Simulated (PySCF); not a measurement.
HO2Si, charge +1. Atoms are numbered in the order given.

```xyz
4

O     -0.0038    -1.5792     0.0000
Si     0.0215    -0.0854     0.0000
O     -0.0915     1.4477     0.0000
H      0.4620     2.2468     0.0000
```
Charge +1, spin multiplicity 1.

The structure is a stationary point at B3LYP-D3(BJ)/def2-TZVP. The isomer is the one that the SMILES or the coordinates give; other isomers of the formula were not compared.

All values below come from r2SCAN/def2-TZVPD (PySCF).

Problem. Estimate the frontier levels, gap, dipole moment and polarisability. (An estimate is asked for; the answer gives what the named calculation found.)

Solution. 
```yaml
highest_occupied_level: -15.50 eV
lowest_empty_level: -11.23 eV
orbital_gap: 4.27 eV
dipole_moment_about_the_centre_of_nuclear_charge: 4.74 D
mean_static_polarisability: 25.7 bohr³ (3.81 Å³)
polarisability_principal_values: 20.9, 21.2, 35.0 bohr³
```
